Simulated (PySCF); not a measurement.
I3Pb (SMILES [I][Pb-]([I])[I]), charge -1, singlet, geometry from GFN2-xTB (such geometries of metal compounds can be far from the true shape) (core potentials on I, Pb); DF-BLYP/def2-TZVPP (PySCF).

Here is a job for PySCF.
```python
from pyscf import gto, scf, dft

mol = gto.M(
    atom='''
Pb   -0.00801113   -0.00941235    0.81054775
I     0.42898299   -2.52528977   -0.44320013
I     1.98287322    1.63760001   -0.37950125
I    -2.39946163    0.90225226   -0.43135362
''',
    basis='def2-tzvpp',
    ecp={'I': 'def2-tzvpp', 'Pb': 'def2-tzvpp'},
    charge=-1,
    verbose=4,
)

mf = dft.RKS(mol)
mf.xc = 'blyp'
mf = mf.density_fit(auxbasis='def2-universal-jkfit')
mf.kernel()
```

Task: Predict the main parts of the log of this PySCF run.

Result: 
```
PySCF version 2.14.0

[INPUT] verbose = 4
[INPUT] num. atoms = 4
[INPUT] num. electrons = 98
[INPUT] charge = -1
[INPUT] spin (= nelec alpha-beta = 2S) = 0
[INPUT] symmetry False subgroup None
[INPUT] Mole.unit = angstrom
[INPUT] Symbol           X                Y                Z      unit          X                Y                Z       unit  Magmom
[INPUT]  1 Pb    -0.008011130000  -0.009412350000   0.810547750000 AA   -0.015138841648  -0.017786763689   1.531713258382 Bohr   0.0
[INPUT]  2 I      0.428982990000  -2.525289770000  -0.443200130000 AA    0.810660363197  -4.772106050466  -0.837526864072 Bohr   0.0
[INPUT]  3 I      1.982873220000   1.637600010000  -0.379501250000 AA    3.747087325534   3.094615520485  -0.717153426430 Bohr   0.0
[INPUT]  4 I     -2.399461630000   0.902252260000  -0.431353620000 AA   -4.534325327102   1.705009666670  -0.815140204640 Bohr   0.0

nuclear repulsion = 530.207128487009
number of shells = 64
number of NR pGTOs = 376
number of NR cGTOs = 200
basis = def2-tzvpp
ecp = {'I': 'def2-tzvpp', 'Pb': 'def2-tzvpp'}

******** <class 'pyscf.df.df_jk.DFRKS'> ********
method = DFRKS
initial guess = minao
damping factor = 0
level_shift factor = 0
DIIS = <class 'pyscf.scf.diis.CDIIS'>
diis_start_cycle = 1
diis_space = 8
diis_damp = 0
SCF conv_tol = 1e-09
SCF conv_tol_grad = None
SCF max_cycles = 50
direct_scf = False
XC library pyscf.dft.libxc version 7.1.2
    S. Lehtola, C. Steigemann, M. J. T. Oliveira, and M. A. L. Marques,  SoftwareX 7, 1–5 (2018)
XC functionals = blyp
    A. D. Becke,  Phys. Rev. A 38, 3098 (1988)
    C. Lee, W. Yang, and R. G. Parr,  Phys. Rev. B 37, 785 (1988)
    B. Miehlich, A. Savin, H. Stoll, and H. Preuss,  Chem. Phys. Lett. 157, 200 (1989)
radial grids:
    Treutler-Ahlrichs [JCP 102, 346 (1995); DOI:10.1063/1.469408] (M4) radial grids

becke partition: Becke, JCP 88, 2547 (1988); DOI:10.1063/1.454033
pruning grids: <function nwchem_prune>
grids dens level: 3
symmetrized grids: False
atomic radii adjust function: <function treutler_atomic_radii_adjust>
small_rho_cutoff = 0
Set gradient conv threshold to 3.16228e-05
Initial guess from minao.
tot grids = 89104
init E= -926.7483390773
  HOMO = -1.63076966700683  LUMO = -1.40799451114996  gap/eV = 6.06202
cycle= 1 E= -1079.42479034079  delta_E= -153  |g|= 6.62  |ddm|= 34.6

WARN: HOMO 0.228988216955728 == LUMO 0.228991626638008

cycle= 2 E= -1072.72616493418  delta_E=  6.7  |g|= 8.84  |ddm|=   24
  HOMO = -0.160058396606856  LUMO = -0.0235777231497973  gap/eV = 3.71383
cycle= 3 E= -1085.43969236909  delta_E= -12.7  |g|= 1.72  |ddm|= 18.3
  HOMO = -0.0591424651086309  LUMO = 0.0527955438194066  gap/eV = 3.04599
cycle= 4 E= -1085.698459434  delta_E= -0.259  |g|= 1.49  |ddm|= 3.42
  HOMO = -0.0400962519423071  LUMO = 0.0785853013367159  gap/eV = 3.22949
cycle= 5 E= -1086.06697331114  delta_E= -0.369  |g|= 0.287  |ddm|= 1.31
  HOMO = -0.0585687425233026  LUMO = 0.0547977832287243  gap/eV = 3.08486
cycle= 6 E= -1086.07940414403  delta_E= -0.0124  |g|= 0.16  |ddm|= 0.44
  HOMO = -0.0617842248175524  LUMO = 0.0580221439177633  gap/eV = 3.26010
cycle= 7 E= -1086.08517488143  delta_E= -0.00577  |g|= 0.0592  |ddm|= 0.26
  HOMO = -0.0621440146480206  LUMO = 0.0552314845631612  gap/eV = 3.19395
cycle= 8 E= -1086.08605834513  delta_E= -0.000883  |g|= 0.0159  |ddm|= 0.0989
  HOMO = -0.0610799635181181  LUMO = 0.0564712146499602  gap/eV = 3.19873
cycle= 9 E= -1086.08612877522  delta_E= -7.04e-05  |g|= 0.00372  |ddm|= 0.0287
  HOMO = -0.0610755565565162  LUMO = 0.056473294626171  gap/eV = 3.19867
cycle= 10 E= -1086.08613199056  delta_E= -3.22e-06  |g|= 0.00126  |ddm|= 0.00621
  HOMO = -0.0611565341429907  LUMO = 0.0564234755457473  gap/eV = 3.19952
cycle= 11 E= -1086.0861324058  delta_E= -4.15e-07  |g|= 0.000148  |ddm|= 0.00196
  HOMO = -0.0611555955769836  LUMO = 0.0564135257083764  gap/eV = 3.19922
cycle= 12 E= -1086.08613241172  delta_E= -5.92e-09  |g|= 5.47e-05  |ddm|= 0.000304
  HOMO = -0.0611563543441305  LUMO = 0.0564140319685595  gap/eV = 3.19925
cycle= 13 E= -1086.08613241229  delta_E= -5.72e-10  |g|= 2.18e-05  |ddm|= 8.44e-05
  HOMO = -0.0611559481977553  LUMO = 0.0564154515901647  gap/eV = 3.19928
Extra cycle  E= -1086.08613241205  delta_E= 2.37e-10  |g|= 3.79e-05  |ddm|= 7.04e-05
converged SCF energy = -1086.08613241205
```
